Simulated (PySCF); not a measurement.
I₂Zn, charge +1, doublet, geometry from GFN2-xTB (such geometries of metal compounds can be far from the true shape) (a state made from the parent by changing its charge; the spin is typed, not shown lowest) (core potentials on I); PBE/def2-SVP in PySCF.

Here is a job for PySCF.
```python
from pyscf import gto, scf, dft

mol = gto.Mole()
mol.atom = '''
    Zn    0.00000000    0.00000000    0.00000000
    I    -0.00000000   -0.00000000   -2.51728806
    I     0.00000000    0.00000000    2.51728806
'''
mol.basis = 'def2-svp'
mol.ecp = {'I': 'def2-svp'}
mol.charge = 1
mol.spin = 1
mol.verbose = 4
mol.build()

mf = dft.UKS(mol)
mf.xc = 'pbe'
mf.kernel()
```

Q: Predict the main parts of the log of this PySCF run.

A: 
```
PySCF version 2.14.0

[INPUT] verbose = 4
[INPUT] num. atoms = 3
[INPUT] num. electrons = 79
[INPUT] charge = 1
[INPUT] spin (= nelec alpha-beta = 2S) = 1
[INPUT] symmetry False subgroup None
[INPUT] Mole.unit = angstrom
[INPUT] Symbol           X                Y                Z      unit          X                Y                Z       unit  Magmom
[...]
nuclear repulsion = 381.018648613659
number of shells = 31
number of NR pGTOs = 195
number of NR cGTOs = 83
basis = def2-svp
ecp = {'I': 'def2-svp'}

******** <class 'pyscf.dft.uks.UKS'> ********
method = UKS
initial guess = minao
damping factor = 0
level_shift factor = 0
DIIS = <class 'pyscf.scf.diis.CDIIS'>
diis_start_cycle = 1
diis_space = 8
diis_damp = 0
SCF conv_tol = 1e-09
SCF conv_tol_grad = None
SCF max_cycles = 50
direct_scf = True
direct_scf_tol = 1e-13
number electrons alpha = 40  beta = 39
XC library pyscf.dft.libxc version 7.1.2
    S. Lehtola, C. Steigemann, M. J. T. Oliveira, and M. A. L. Marques,  SoftwareX 7, 1–5 (2018)
XC functionals = pbe
    J. P. Perdew, K. Burke, and M. Ernzerhof,  Phys. Rev. Lett. 77, 3865 (1996)
    J. P. Perdew, K. Burke, and M. Ernzerhof,  Phys. Rev. Lett. 78, 1396 (1997)
    J. P. Perdew, K. Burke, and M. Ernzerhof,  Phys. Rev. Lett. 77, 3865 (1996)
    J. P. Perdew, K. Burke, and M. Ernzerhof,  Phys. Rev. Lett. 78, 1396 (1997)
radial grids:
    Treutler-Ahlrichs [JCP 102, 346 (1995); DOI:10.1063/1.469408] (M4) radial grids

becke partition: Becke, JCP 88, 2547 (1988); DOI:10.1063/1.454033
pruning grids: <function nwchem_prune>
grids dens level: 3
symmetrized grids: False
atomic radii adjust function: <function treutler_atomic_radii_adjust>
small_rho_cutoff = 0
Set gradient conv threshold to 3.16228e-05
tot grids = 64560
init E= -2312.08360821825

cycle= 1 E= -2369.4663087796  delta_E= -57.4  |g|= 3.52  |ddm|= 8.64

cycle= 2 E= -2363.05510420536  delta_E= 6.41  |g|= 4.05  |ddm|= 14.2
cycle= 3 E= -2371.97095510349  delta_E= -8.92  |g|= 1.82  |ddm|= 12.7
cycle= 4 E= -2373.76772053611  delta_E= -1.8  |g|= 0.912  |ddm|= 2.35
cycle= 5 E= -2373.68507745537  delta_E= 0.0826  |g|= 0.608  |ddm|=  1.6

cycle= 6 E= -2373.99427832663  delta_E= -0.309  |g|= 0.201  |ddm|= 1.01
cycle= 7 E= -2374.00614372995  delta_E= -0.0119  |g|= 0.085  |ddm|= 1.16
cycle= 8 E= -2374.01103144211  delta_E= -0.00489  |g|= 0.0353  |ddm|= 1.15
cycle= 9 E= -2374.01081088467  delta_E= 0.000221  |g|= 0.0346  |ddm|= 1.15

[...]
cycle= 21 E= -2374.01086966826  delta_E= 0.000303  |g|= 0.0329  |ddm|= 0.0406

cycle= 22 E= -2374.01102236291  delta_E= -0.000153  |g|= 0.0303  |ddm|= 1.15
cycle= 23 E= -2374.01091224449  delta_E= 0.00011  |g|= 0.0322  |ddm|= 0.00428
cycle= 24 E= -2374.00999422374  delta_E= 0.000918  |g|= 0.045  |ddm|= 1.15
cycle= 25 E= -2374.01005825335  delta_E= -6.4e-05  |g|= 0.0443  |ddm|= 0.00369
cycle= 26 E= -2374.00986307495  delta_E= 0.000195  |g|= 0.0466  |ddm|= 0.0052
cycle= 27 E= -2374.01064168808  delta_E= -0.000779  |g|= 0.0364  |ddm|= 1.15

cycle= 28 E= -2374.01133422923  delta_E= -0.000693  |g|= 0.0242  |ddm|= 1.14

cycle= 29 E= -2374.01120535079  delta_E= 0.000129  |g|= 0.0269  |ddm|= 1.13
cycle= 30 E= -2374.00997413192  delta_E= 0.00123  |g|= 0.045  |ddm|= 1.15
cycle= 31 E= -2374.00968036099  delta_E= 0.000294  |g|= 0.0486  |ddm|= 1.16
cycle= 32 E= -2374.01034593018  delta_E= -0.000666  |g|= 0.04  |ddm|= 0.041
cycle= 33 E= -2374.00937537461  delta_E= 0.000971  |g|= 0.0519  |ddm|= 1.15
cycle= 34 E= -2374.00910497584  delta_E= 0.00027  |g|= 0.0547  |ddm|= 0.024
cycle= 35 E= -2374.00961956957  delta_E= -0.000515  |g|= 0.0493  |ddm|= 1.15
cycle= 36 E= -2374.00880677355  delta_E= 0.000813  |g|= 0.0575  |ddm|= 0.0172
cycle= 37 E= -2374.01064800399  delta_E= -0.00184  |g|= 0.0364  |ddm|= 1.14
cycle= 38 E= -2374.01077312709  delta_E= -0.000125  |g|= 0.0345  |ddm|= 0.205
cycle= 39 E= -2374.01052678159  delta_E= 0.000246  |g|= 0.0374  |ddm|= 1.15

cycle= 40 E= -2374.01115112256  delta_E= -0.000624  |g|= 0.0276  |ddm|= 1.15
cycle= 41 E= -2374.01046934176  delta_E= 0.000682  |g|= 0.0389  |ddm|= 1.15

cycle= 42 E= -2374.01105167969  delta_E= -0.000582  |g|= 0.0298  |ddm|= 0.0289
cycle= 43 E= -2374.01081852634  delta_E= 0.000233  |g|= 0.0338  |ddm|= 1.15
cycle= 44 E= -2374.01079247507  delta_E= 2.61e-05  |g|= 0.0342  |ddm|= 0.00507

cycle= 45 E= -2374.01112620816  delta_E= -0.000334  |g|= 0.0284  |ddm|= 0.04

cycle= 46 E= -2374.01134145552  delta_E= -0.000215  |g|= 0.024  |ddm|= 0.0623
cycle= 47 E= -2374.01086581202  delta_E= 0.000476  |g|= 0.033  |ddm|= 1.15
cycle= 48 E= -2374.01093775235  delta_E= -7.19e-05  |g|= 0.0318  |ddm|= 0.017

cycle= 49 E= -2374.01108674014  delta_E= -0.000149  |g|= 0.0291  |ddm|= 0.049

cycle= 50 E= -2374.01111471952  delta_E= -2.8e-05  |g|= 0.0287  |ddm|= 0.0536
SCF not converged.
SCF energy = -2374.01111471952 after 50 cycles  <S^2> = 0.75118625  2S+1 = 2.0011859
```

The run did not converge; its last values are not results.
